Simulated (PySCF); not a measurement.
# Exercise with solution: oscillator strength and radiative lifetime

Si(H)(Cl)2(Me) (CH4Cl2Si), SMILES C[SiH](Cl)Cl.

Geometry optimised at B3LYP-D3(BJ)/def2-SVP.

PySCF 2.14.0 with TDA-M06-2X/def2-SVPD puts the first singlet state with f over 0.02 at 8.10 eV (vertical), with the transition dipole (0.000, 0.000, -0.420) in atomic units.

**Question.** Find the oscillator strength, the wavelength and the radiative lifetime that this transition would have in vacuum if emission retraced absorption.

**Answer.** 
|μ|² = 0.1764 au, so |μ| = 1.07 D. ΔE = 8.10/27.211 = 0.2977 hartree. f = (2/3) ΔE |μ|² = 0.035 (the program prints 0.035).
λ = 1239.84/8.10 = 153 nm; ν = 65331 cm⁻¹.
Einstein's coefficient A = 0.6670 ν² f s⁻¹ (ν in cm⁻¹) = 1.0e8 s⁻¹, so τ = 1/A = 10 ns. This state is S3; the lower singlets have f = 0.018, 0.001. The figure is the radiative limit of this one transition; relaxation, internal conversion, crossing to triplets and a medium change what is measured.
